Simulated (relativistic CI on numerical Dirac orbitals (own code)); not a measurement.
**Hyperfine structure of In IV, mass number 115**

Calculated at this level of theory: Dirac-Coulomb-Breit CI, KLI orbitals optimised for each configuration, a model potential for QED, valence Slater integrals scaled by 0.85, P86 correlation energy added to each configuration (own radial code, finite nucleus).

Configurations in the expansion (outside the closed core [Kr]): 4d10, 4d9 5s, 4d9 4f, 4d9 5p, 4d9 5d, 4d9 6s, 4d8 5s2, 4d9 6p, 4d8 4f2, 4d9 6d, 4d8 5s 5p, 4d9 5f, 4d9 5g, 4d9 6f, 4d9 6g, 4d8 5p2. Levels of other configurations are missing.

Nuclear spin I = 9/2, μ = 5.5326 μN, Q = 0.772 b (tables of Stone and Pyykkö). The electronic factors are computed for point nuclear moments, without core polarisation; leaving it out makes A of s and p electrons in near-neutral atoms 20 to 40 % too small, and it can dominate for d and f shells.

```csv
Level,E (cm⁻¹),A (MHz),B (MHz)
4d9 5s 3D_3,136199.4,5172,-1330
4d9 5s 3D_2,138385.1,-1717,-842
4d9 5s 3D_1,143103.9,-3352,-503
4d9 5s 1D_2,146044.8,6956,-1230
4d9 5p 3P°_2,199912.1,276.8,-487
4d9 5p 3F°_3,202928.9,1820,-837
4d9 5p 3P°_1,206129.3,1082,61.1
4d9 5p 3F°_4,206773.5,989.8,-247
```

Levels with J = 0, under 50 % of one LS term, or S terms without an open s electron are left out. Small factors come from cancelling terms and can be off by tens of per cent or more.

For a near-neutral ion this model can misplace configurations by up to about 10,000 cm⁻¹ (more where the count of f electrons changes) and terms by 10 to 25 % of their spread. Rates follow the energies as ν³ (E1, M1) or ν⁵ (E2), so they and the lifetimes can be off by large factors. The fine structure of a lone outer electron comes out too small, for d and f at times inverted, and misplaced configurations move strength between like terms. 46 of the 69 excited levels that our extract of the measured tables holds in this range could be paired (the sources list more); they are missed by 5231 cm⁻¹ on average and 12329 at most, and levels without a partner can miss by more.

(1) Give the hyperfine levels of 4d9 5s 3D_3 relative to its centre of gravity.

## Answers

(1) With K = F(F + 1) − I(I + 1) − J(J + 1), E = AK/2 + B[¾K(K + 1) − I(I + 1)J(J + 1)]/[2I(2I − 1)J(2J − 1)]: F = 3/2: -85960, F = 5/2: -72750, F = 7/2: -54330, F = 9/2: -30790, F = 11/2: -2220, F = 13/2: 31260, F = 15/2: 69500 MHz.

LS names give the leading component of a level, which can be under half, so a name can repeat, a term be missing and a line seem to break the LS rules.
